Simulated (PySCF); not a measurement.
Compound: C₅H₆FNO.
Cartesian coordinates in Å at the PBE0-D3(BJ)/def2-SVP level; atoms count from 1:
```xyz
14
C5H6FNO angstrom
C     -1.195   -0.904    0.081
C     -0.360    0.226   -0.525
C     -1.167    1.429   -0.742
N     -1.812    2.376   -0.902
C      0.836    0.549    0.345
O      1.907    1.267   -0.262
C      2.149   -0.034    0.106
F      2.992   -0.206    1.135
H     -1.568   -0.626    1.077
H     -2.061   -1.135   -0.555
H     -0.582   -1.812    0.180
H      0.017   -0.079   -1.516
H      0.607    0.863    1.373
H      2.352   -0.755   -0.697
```

Level: B3LYP/def2-SVPD in PySCF, non-relativistic, on one gas-phase PBE0-D3(BJ)/def2-SVP geometry that isn't relaxed in the solvent. The solvent is an IEF-PCM continuum (cavity from Bondi-type radii × 1.2), and excitations are vertical TDDFT with non-equilibrium linear response and a frozen core. The model holds no explicit solvent molecules, cavitation or dispersion.

Gas-phase singlets (H = HOMO, L = LUMO):

```
state  E (eV)  λ (nm)      f  leading configurations
   S1   7.488     166  0.001    H→L 61%, H-2→L+1 12%
   S2   7.722     161  0.007  H→L+1 35%, H-2→L+1 20%
   S3   7.740     160  0.014  H-2→L+1 50%, H→L+1 20%
   S4   8.077     154  0.003    H-3→L 32%, H→L+2 18%
   S5   8.158     152  0.007               H-1→L 76%
```

Task: Give the list for cyclohexane (ε = 2.017), n² = 2.04.

Result: 
| state | E (eV) | λ (nm) | f | leading configurations | change by rank (eV) |
| --- | --- | --- | --- | --- | --- |
| S1 | 7.555 | 164 | 0.001 | H→L 56%, H-2→L+1 16% | +0.067 |
| S2 | 7.729 | 160 | 0.032 | H→L+1 66%, H-2→L 18% | +0.007 |
| S3 | 7.776 | 159 | 0.004 | H-2→L+1 72%, H→L 21% | +0.036 |
| S4 | 8.167 | 152 | 0.006 | H-3→L+1 18%, H-3→L 16% | +0.090 |
| S5 | 8.181 | 152 | 0.018 | H-3→L 16%, H-3→L+1 13% | +0.023 |

Task: How does the list change in acetonitrile (ε = 35.69)?

Result: 
```tsv
state	E (eV)	λ (nm)	f	leading configurations	change by rank (eV)
S1	7.605	163	0.001	H→L+1 34%, H→L 25%	+0.117
S2	7.701	161	0.040	H→L 48%, H→L+1 30%	-0.021
S3	7.820	159	0.002	H-2→L 55%, H-2→L+1 18%	+0.080
S4	8.163	152	0.014	H-1→L 38%, H-3→L 15%	+0.086
S5	8.226	151	0.052	H-1→L 47%, H-3→L 15%	+0.068
```

Task: How do the frontier levels move from gas to acetonitrile?

Result: 
```json
{"orbital": "LUMO+2", "gas (eV)": "0.48", "solvent (eV)": "0.74", "change (eV)": "+0.26", "Löwdin shares, gas": "H14 18 %, C7 14 %, N4 11 %, O6 10 %", "Löwdin shares, solvent": "C3 28 %, N4 14 %, C1 12 %, C7 7 %"}
{"orbital": "LUMO+1", "gas (eV)": "0.04", "solvent (eV)": "0.12", "change (eV)": "+0.08", "Löwdin shares, gas": "N4 30 %, C3 23 %, C2 10 %, C5 7 %", "Löwdin shares, solvent": "N4 31 %, C3 28 %, C2 12 %, H12 8 %"}
{"orbital": "LUMO", "gas (eV)": "-0.29", "solvent (eV)": "0.10", "change (eV)": "+0.39", "Löwdin shares, gas": "C1 17 %, C3 12 %, N4 12 %, H12 12 %", "Löwdin shares, solvent": "N4 34 %, C3 28 %, C2 8 %, C1 8 %"}
{"orbital": "HOMO", "gas (eV)": "-8.87", "solvent (eV)": "-8.65", "change (eV)": "+0.22", "Löwdin shares, gas": "O6 42 %, C5 12 %, N4 11 %, C3 7 %", "Löwdin shares, solvent": "O6 47 %, C5 13 %, F8 7 %, C7 7 %"}
{"orbital": "HOMO-1", "gas (eV)": "-9.33", "solvent (eV)": "-9.03", "change (eV)": "+0.30", "Löwdin shares, gas": "O6 34 %, C5 21 %, C7 17 %, F8 12 %", "Löwdin shares, solvent": "O6 31 %, C5 23 %, C7 18 %, F8 12 %"}
{"orbital": "HOMO-2", "gas (eV)": "-9.45", "solvent (eV)": "-9.47", "change (eV)": "-0.02", "Löwdin shares, gas": "N4 46 %, C3 34 %, C2 8 %, C1 5 %", "Löwdin shares, solvent": "N4 42 %, C3 29 %, C2 11 %, C1 8 %"}
{"orbital": "HOMO-3", "gas (eV)": "-9.73", "solvent (eV)": "-9.75", "change (eV)": "-0.02", "Löwdin shares, gas": "N4 38 %, C3 30 %, O6 12 %, C2 5 %", "Löwdin shares, solvent": "N4 38 %, C3 29 %, O6 10 %, C1 6 %"}
```

The HOMO–LUMO gap goes from 8.58 to 8.75 eV. Rows go by rank; for HOMO, LUMO, LUMO+1 and LUMO+2 the atom shares or the degeneracy differ between the runs, so the row needn't follow one orbital.
